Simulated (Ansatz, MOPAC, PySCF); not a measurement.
Complex: H2O (SMILES O) (first 3 atoms) with CH6Si (SMILES C[SiH3]); geometry from B3LYP-D3(BJ)/def2-TZVP, rigid monomers moved along the line of their centres of mass till O1···Si5 is 3.88 Å.
(charge 0, multiplicity 1):
```xyz
11

O      0.151     0.710    -0.130
H     -0.596     1.243     0.162
H     -0.194    -0.187    -0.195
C      1.273     0.012     3.656
Si    -0.532    -0.454     3.508
H      1.413     0.794     4.405
H      1.639     0.379     2.697
H      1.874    -0.850     3.952
H     -1.068    -0.958     4.797
H     -0.731    -1.519     2.492
H     -1.357     0.714     3.104
```

Interaction energies are E(AB) − E(A) − E(B) at the monomers' geometry in the complex; basis-set methods are counterpoise corrected. Rows marked so take none.

Rows in 6-31G* carry no dispersion term and start afresh at each structure (6-31G* with six Cartesian d functions). MP2/6-31G* freezes PySCF's default core. The state that PM6 reach isn't checked.

Codes used: Ansatz (Gaussian basis) for Hartree–Fock, density functionals and correlated methods; MOPAC for PM6 (differences of heats of formation); PySCF for 6-31G* rows, the dispersion terms. Values without a source in brackets are computed.

Task: One of these levels gives -3.37 kcal/mol for the interaction energy. Name it.
A) PBE-D3(BJ)/def2-TZVPPD
B) MP2/6-31G* (no counterpoise)
C) PM6

Result: B, MP2/6-31G* (no counterpoise). The others give -1.17 (PM6), -1.94 (PBE-D3(BJ)/def2-TZVPPD)

Ansatz is a quantum-chemistry and plane-wave program.
